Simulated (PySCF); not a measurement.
# [SiCl5]-: breathing scan

Level of theory: PySCF, B3LYP, basis Si def2-SVPD, Cl def2-SVPD (no relativity, density fitting).

Rigid scan from the singlet minimum (Si–Cl 2.144 Å (×3), Si–Cl 2.244 Å (×2); Cl–Si–Cl 90.0° (×6), Cl–Si–Cl 120.0° (×3), Cl–Si–Cl 180.0°). Coordinate: all bonds to the central atom scaled together. Energies in kJ/mol from the minimum.

```json
{"scale of all bonds to the centre": "0.88", "E (kJ/mol)": "382.9"}
{"scale of all bonds to the centre": "0.92", "E (kJ/mol)": "146.9"}
{"scale of all bonds to the centre": "0.96", "E (kJ/mol)": "31.8"}
{"scale of all bonds to the centre": "1.00", "E (kJ/mol)": "0.0"}
{"scale of all bonds to the centre": "1.04", "E (kJ/mol)": "24.1"}
{"scale of all bonds to the centre": "1.08", "E (kJ/mol)": "84.1"}
{"scale of all bonds to the centre": "1.14", "E (kJ/mol)": "210.9"}
{"scale of all bonds to the centre": "1.22", "E (kJ/mol)": "402.8"}
{"scale of all bonds to the centre": "1.35", "E (kJ/mol)": "691.4"}
```

At long bonds a restricted determinant can lie too high, and another spin state can fall below this curve.
